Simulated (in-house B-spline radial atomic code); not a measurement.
Values are calculated unless marked as measured or tabulated.
**Building a PAW s channel for Tc, r_c = 2.52 bohr**

Tc, [Kr] 4d5 5s2, non-relativistic PBE, spherical and spin-unpolarised, from an all-electron radial atomic-structure program (B-spline basis) (atomic units; all potentials screened as in the neutral atom).

Two all-electron partial waves φ1, φ2 are integrated outwards at E1 = ε(5s) = -0.175989 and E2 = E1 + 1.5 hartree; φ1 is the bound orbital and φ2 has unit norm inside r_c = 2.5185 bohr. Smooth partners are polynomials, r^1(a0 + a1 r² + a2 r⁴ + a3 r⁶), matched to φ and three derivatives at r_c, with no condition on the norm. The local potential is -4.71508 + (1.85067) r² + (-0.298967) r⁴ + (0.0176287) r⁶ inside 2.0797 bohr and the all-electron one outside.

| wave | φ(r_c) | φ'(r_c) | a0 | a1 | a2 | a3 |
| --- | --- | --- | --- | --- | --- | --- |
| 1 | 0.5899447 | 0.1146241 | 0.0290115 | 0.1009315 | -0.01503451 | 0.0006658166 |
| 2 | 0.1282806 | -2.138789 | 1.270013 | -0.1258075 | -0.0240236 | 0.00213721 |

Inside r_c the overlaps are <φi φj> = [[0.24517, 0.42549], [0.42549, 1.00000]] and, for the smooth waves, [[0.24664, 0.55720], [0.55720, 2.27420]]. With χj = (Ej − T − V_local) applied to smooth wave j, the program's quadrature gives the matrix B_ij = <smooth i, χj> as [[0.16002, 1.02499], [0.82744, 6.23028]].

**Question.** Check the match of the first wave, and find the augmentation charges q_ij.

**Answer.** At r_c the four terms are 0.07307, 1.61233, -1.52335, 0.42791, which sum to 0.5899, φ1(r_c) to rounding. q_ij is the all-electron overlap less the smooth one: [[-0.00148, -0.13171], [-0.13171, -1.27420]]. The smooth first wave has a norm of 0.2466 inside r_c against 0.2452, so q11 is negative and must stay small enough for the overlap operator to be positive.

**Question.** B isn't symmetric. Show that D_ij = B_ij + Ej q_ij is.

**Answer.** Integrating by parts gives B12 − B21 = (E1 − E2) q12: 1.02499 − (0.82744) = 0.19756, and −1.5 × (-0.13171) = 0.19756. So D12 = 1.02499 + (1.324011)(-0.13171) = 0.85061 and D21 = 0.82744 + (-0.175989)(-0.13171) = 0.85061; D11 = 0.16028, D22 = 4.54323. The projectors, p = (B⁻¹)ᵀ χ, are dual to the smooth waves; det B = 0.15.

Solving (T + V_local + Σ p D p) ψ = E (1 + Σ p q p) ψ in a sphere of 9 bohr, whose wall lifts the free-atom level a little, gives these levels:

```
all-electron  one projector  two projectors
   -0.175005      -0.793318      -18.525800
    0.107611      -0.175005       -0.175005
    0.479063       0.107584        0.107556
    1.012120       0.477329        0.478841
    1.696840       0.999022        1.011990
```

**Question.** What does the second projector gain?

**Answer.** With one projector a ghost lies below the reference level, so the set fails. With two a ghost lies below the reference level, so the set fails. The lowest eigenvalue of the overlap operator is 0.9814 with one and 0.01676 with two projectors. The smooth orbital alone needs a cutoff of 2.88 hartree for 1 millihartree of kinetic energy, against 5.25 for a norm-conserving Troullier-Martins orbital of the same radius, which is no gain while the set fails.
